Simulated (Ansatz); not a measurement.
C₂H₆FNSn, SMILES `C=C(F)[NH][SnH3]`, relaxed with RKS PBE-D4/def2-SVP in the Gaussian-basis code of Ansatz from a rough embedded geometry. The force threshold is 0.03 eV/Å; the program also tests the step.

Total charge 0; spin multiplicity 1. Sn: def2 effective core potential.

Start:

```xyz
11

C     1.707    1.393   -0.319
C     0.997    0.355   -0.202
F     1.570   -0.831   -0.393
N    -0.413    0.408    0.067
Sn   -1.568   -1.244    0.301
H     1.322    2.440   -0.169
H     2.786    1.354   -0.590
H    -0.853    1.361    0.249
H    -3.150   -0.819    0.709
H    -1.528   -2.131   -1.220
H    -0.870   -2.287    1.566
```

Question: By how much does the energy fall, and how many steps does the optimiser take? (Best estimate.)

Answer: Ansatz gave: 64.76 kJ/mol, in 6 steps.

Question: Which bonds change most? (Estimate.)

Answer: Computed: C1–C2 from 1.263 to 1.352 Å; C2–N4 from 1.436 to 1.370 Å; Sn5–H11 from 1.781 to 1.724 Å; N4–Sn5 from 2.029 to 2.078 Å.

Question: Give the relaxed structure. (An estimate is asked.)

Answer: Computed: 
```xyz
11

C     1.763    1.469   -0.308
C     0.894    0.438   -0.214
F     1.341   -0.836   -0.416
N    -0.448    0.420    0.060
Sn   -1.511   -1.351    0.289
H     1.425    2.499   -0.142
H     2.813    1.275   -0.559
H    -0.876    1.330    0.236
H    -3.083   -0.762    0.688
H    -1.500   -2.209   -1.204
H    -0.817   -2.274    1.570
```
